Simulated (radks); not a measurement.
Results of a calculation; reference values are marked as such.
Task: Pd II, 45 electrons, occupied as [Kr] 4d9. Level of theory: Dirac Kohn-Sham, BLYP, spin-unpolarised, spherical densities, finite nucleus; open shells fill j = l - 1/2 first; Fermi nuclear charge, rms radius 4.5318 fm (a radial shooting solver on a logarithmic mesh with Libxc functionals).

Spin-orbit splittings of the eigenvalues, e(l+1/2) - e(l-1/2), with zeta = 2 splitting/(2l+1) and mean radii in bohr:

| shell | occ. | splitting (eV) | zeta (eV) | <r> j=l-1/2 | <r> j=l+1/2 |
|---|---|---|---|---|---|
| 2p | 6 | 159.5 | 106.3 | 0.1171 | 0.1221 |
| 3p | 6 | 27.79 | 18.53 | 0.3713 | 0.3821 |
| 3d | 10 | ? | ? | 0.3557 | 0.3592 |
| 4p | 6 | 4.484 | 2.989 | 1.018 | 1.050 |
| 4d | 9 | 0.4797 | 0.1919 | 1.455 | 1.477 |

Estimate the 3d splitting.

Result: 5.542 eV (zeta = 2.217 eV).
